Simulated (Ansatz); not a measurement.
Ansatz (a quantum-chemistry and plane-wave program) job for Be(OMe)(OSiH3) (CH6BeO2Si), SMILES [Be]([O]C)[O][SiH3], PBE0/def2-SVPD. The structure is a stationary point at r2SCAN-D4/def2-SVP. Other conformers were not sampled.

Ansatz 0.2 input:
```yaml
crystal:
  periodic: [false, false, false]
  atoms:
    - {symbol: Be, position_ang: [0.00000000, 0.00000000, 0.60439785]}
    - {symbol: O, position_ang: [-0.00000000, -0.00000000, 1.99637062]}
    - {symbol: C, position_ang: [0.00000000, -0.00000000, 3.37401462]}
    - {symbol: H, position_ang: [1.01476061, 0.17887097, 3.77525637]}
    - {symbol: H, position_ang: [-0.66228711, 0.78937299, 3.77525637]}
    - {symbol: H, position_ang: [-0.35247351, -0.96824396, 3.77525637]}
    - {symbol: O, position_ang: [0.00000000, -0.00000000, -0.81871955]}
    - {symbol: Si, position_ang: [-0.00000000, -0.00000000, -2.46073847]}
    - {symbol: H, position_ang: [-1.39930639, -0.02497795, -2.98610609]}
    - {symbol: H, position_ang: [0.72128474, -1.19934591, -2.98610609]}
    - {symbol: H, position_ang: [0.67802165, 1.22432386, -2.98610609]}
basis:
  gaussian:
    orbitals: def2-SVPD
hamiltonian:
  xc: {name: PBE0}
```

It prints:

```
WARN ansatz: RAYON_NUM_THREADS=1 ignored (pool sized by the plan → 1); use --threads N
Functional definition: PBE0
integrals: 0.08 GiB planned
1320 factors; their error is unknown
mean field: 0.63 GiB planned
mean field evaluation 1: about -13485.5190 eV, gradient 7.4e1 eV
mean field evaluation 2: about -13464.7900 eV, gradient 1.3e2 eV
mean field evaluation 4: about -13495.3494 eV, gradient 4.3e0 eV
mean field evaluation 8: about -13495.4570 eV, gradient 1.5e-1 eV
mean field -13495.45708717 eV, -495.9489004041 hartree, gradient 6.2e-5 eV, S^2 0.000000; 0 other end points of the search recorded, 0 dependent functions left out
reference -13495.45714489 eV, -495.9489025251 hartree; 23, 23 occupied and 127, 127 virtual orbitals, 1320 factors
Total energy: -13495.45714489 eV, -495.9489025251 hartree
```

Self-consistency was reached.

Cost: around 5 core-seconds (rough).
